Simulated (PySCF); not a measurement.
Predicted microwave data (PySCF, PBE0-D3(BJ)/def2-SVP geometry optimisation, gas phase) for one isomer of C8H12O2:

```
Rotational constants : A = 2858, B = 800.5, C = 701.2 MHz
Dipole components    : |μa| = 1.22 D, |μb| = 1.34 D, |μc| = 0.69 D
Inertial defect      : -87.34 u·Å²
κ                    : -0.91
```

Task: Which candidate fits, each taken in the one conformer that was computed?
A. `[CH3:1][C@@:2]1([O:3][CH:4]=[O:5])[CH2:6][CH:7]=[CH:8][CH2:9][CH2:10]1` with C1–C2–O3–C4 63°, C2–O3–C4–O5 -1°, C1–C2–C6–C7 167°, C2–C6–C7–C8 -14°, C7–C8–C9–C10 -15°, C8–C9–C10–C2 46°
B. `[CH3:1][CH2:2][C@@H:3]1[CH2:4][C:5](=[O:6])[CH2:7][CH2:8][C:9]1=[O:10]` with C1–C2–C3–C4 -179°, C2–C3–C4–C5 -70°, C3–C4–C5–O6 128°, C4–C5–C7–C8 49°, C5–C7–C8–C9 -46°
C. `[CH2:1]=[C:2]1[CH2:3][CH2:4][CH2:5][C@H:6]([C:7](=[O:8])[OH:9])[CH2:10]1` with C5–C6–C7–O8 -104°, C6–C7–O9–H -178°, C1–C2–C3–C4 126°, C2–C3–C4–C5 53°, C3–C4–C5–C6 -55°, C4–C5–C6–C7 179°
D. `[O:1]=[CH:2][O:3][C@@H:4]1[CH2:5][CH2:6][C:7]2([CH2:8][CH2:9]2)[CH2:10]1` with O1–C2–O3–C4 -1°, C2–O3–C4–C5 -165°, O3–C4–C5–C6 -162°, C4–C5–C6–C7 40°, C5–C6–C7–C8 117°, C6–C7–C8–C9 111°
E. `[CH2:1]=[C:2]([CH3:3])[CH2:4]/[CH:5]=[CH:6]/[O:7][C:8]([CH3:9])=[O:10]` with C1–C2–C4–C5 116°, C2–C4–C5–C6 118°, C5–C6–O7–C8 -179°, C6–O7–C8–C9 179°
F. `[CH3:1][O:2][C:3](=[O:4])[C@@H:5]1[CH2:6][CH:7]=[CH:8][CH2:9][CH2:10]1` with C1–O2–C3–O4 0°, O2–C3–C5–C6 52°, C3–C5–C6–C7 -170°, C5–C6–C7–C8 15°, C7–C8–C9–C10 14°, C8–C9–C10–C5 -45°

Result: D. It is O=CO[C@@H]1CCC2(CC2)C1, a near-prolate asymmetric top, point group C1. The candidates at the same level (rigid rotor, commonest isotopes):

```tsv
SMILES	A (MHz)	B (MHz)	C (MHz)	μa (D)	μb (D)	μc (D)	Δ (u·Å²)	point group	rotor
C=C1CCC[C@H](C(=O)O)C1	2423	880.0	725.9	0.01	1.54	0.82	-86.69	C1	asymmetric top
C=C(C)C/C=C/OC(C)=O	3811	462.1	453.3	0.16	0.98	1.19	-111.34	C1	near-prolate asymmetric top
COC(=O)[C@@H]1CC=CCC1	2916	783.0	733.6	0.40	0.77	1.57	-129.76	C1	near-prolate asymmetric top
C[C@@]1(OC=O)CC=CCC1	2122	1126	1024	1.63	1.16	0.40	-193.29	C1	asymmetric top
O=CO[C@@H]1CCC2(CC2)C1	2858	800.5	701.2	1.22	1.34	0.69	-87.34	C1	near-prolate asymmetric top
CC[C@@H]1CC(=O)CCC1=O	1864	1123	876.4	0.29	0.19	0.18	-144.42	C1	asymmetric top
```

`C=C(C)C/C=C/OC(C)=O` has B 42 % too low; `COC(=O)[C@@H]1CC=CCC1` has C 5 % too high; `CC[C@@H]1CC(=O)CCC1=O` has B 40 % too high; `C[C@@]1(OC=O)CC=CCC1` has C 46 % too high; `C=C1CCC[C@H](C(=O)O)C1` has A 15 % too low. No structure here is proved a minimum.
